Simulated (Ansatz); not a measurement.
C3H9B, SMILES `CB(C)C` with one electron removed (charge 1, multiplicity 2), frozen-core CCSD(T)/def2-TZVPP // PBE0-D3(BJ)/def2-TZVP run with Ansatz (a program for electronic structure). The calculation was stopped at its time limit.

Ansatz 0.2 input:
```yaml
crystal:
  periodic: [false, false, false]
  atoms:
    - { symbol: C, position_ang: [1.507356, -0.438933, 0.015696] }
    - { symbol: B, position_ang: [0.000797, -0.005195, 0.004505] }
    - { symbol: C, position_ang: [-1.134381, -1.087833, -0.004493] }
    - { symbol: C, position_ang: [-0.370955, 1.519006, -0.005893] }
    - { symbol: H, position_ang: [1.703039, -1.298904, -0.632417] }
    - { symbol: H, position_ang: [2.222133, 0.355249, -0.210765] }
    - { symbol: H, position_ang: [1.72822, -0.791917, 1.034312] }
    - { symbol: H, position_ang: [-1.710306, -0.98234, -0.934007] }
    - { symbol: H, position_ang: [-1.859636, -0.901209, 0.795759] }
    - { symbol: H, position_ang: [-0.793833, -2.123082, 0.062758] }
    - { symbol: H, position_ang: [-0.111991, 1.917649, -0.997199] }
    - { symbol: H, position_ang: [-1.423943, 1.745165, 0.175057] }
    - { symbol: H, position_ang: [0.2435, 2.092345, 0.696687] }
basis:
  gaussian: { orbitals: def2-TZVPP }
correlation:
  method: ccsd_t
total_charge: 1
magnetization:
  spin_polarized: true
  initial_magnetization: 1
```

The last lines of the output:

```
mean field evaluation 2: about -3892.0854 eV, gradient 3.1e1 eV
mean field evaluation 4: about -3897.1538 eV, gradient 2.6e0 eV
mean field evaluation 8: about -3897.2661 eV, gradient 2.2e-1 eV
mean field evaluation 16: about -3897.2605 eV, gradient 1.7e-1 eV
mean field evaluation 32: about -3897.2580 eV, gradient 4.6e-1 eV
mean field evaluation 64: about -3897.2827 eV, gradient 1.3e-3 eV
mean field evaluation 96: about -3897.1583 eV, gradient 2.4e0 eV
mean field evaluation 128: about -3894.3267 eV, gradient 9.5e-2 eV
mean field evaluation 160: about -3894.3384 eV, gradient 3.2e-1 eV
mean field evaluation 192: about -3894.3510 eV, gradient 1.8e-1 eV
mean field evaluation 224: about -3897.2672 eV, gradient 2.6e-1 eV
mean field evaluation 256: about -3894.8387 eV, gradient 2.7e-3 eV
mean field evaluation 288: about -3894.3130 eV, gradient 6.6e-2 eV
mean field evaluation 320: about -3897.2423 eV, gradient 6.0e-2 eV
mean field -3897.28850280 eV, -143.2227108009 hartree, gradient 1.8e-6 eV, S^2 0.763848; 11 other end points of the search recorded, 0 dependent functions left out
determinant -3897.28850280 eV, -143.2227108009 hartree, with singles and doubles -3915.61434155 eV, -143.8961729532 hartree
determinant -3897.28267024 eV, -143.2224964584 hartree, with singles and doubles -3915.61049467 eV, -143.8960315828 hartree
determinant -3897.28091701 eV, -143.2224320281 hartree, with singles and doubles -3915.60436205 eV, -143.8958062134 hartree
determinant -3897.25631651 eV, -143.2215279764 hartree, with singles and doubles -3915.62196336 eV, -143.8964530496 hartree
determinant -3897.24728428 eV, -143.2211960484 hartree, with singles and doubles -3915.61516725 eV, -143.8962032973 hartree
determinant -3897.24405859 eV, -143.2210775062 hartree, with singles and doubles -3915.61175559 eV, -143.8960779208 hartree
determinant -3894.83874959 eV, -143.1326840308 hartree, with singles and doubles -3912.97832703 eV, -143.7993012065 hartree
determinant -3894.36404370 eV, -143.1152389113 hartree, with singles and doubles -3913.12180725 eV, -143.8045740073 hartree
determinant -3897.28850280 eV, -143.2227108009 hartree, with singles and doubles -3915.33253304 eV, -143.8858166814 hartree
determinant -3897.28267024 eV, -143.2224964584 hartree, with singles and doubles -3915.32899404 eV, -143.8856866258 hartree
determinant -3897.28091701 eV, -143.2224320281 hartree, with singles and doubles -3915.32307473 eV, -143.8854690949 hartree
```
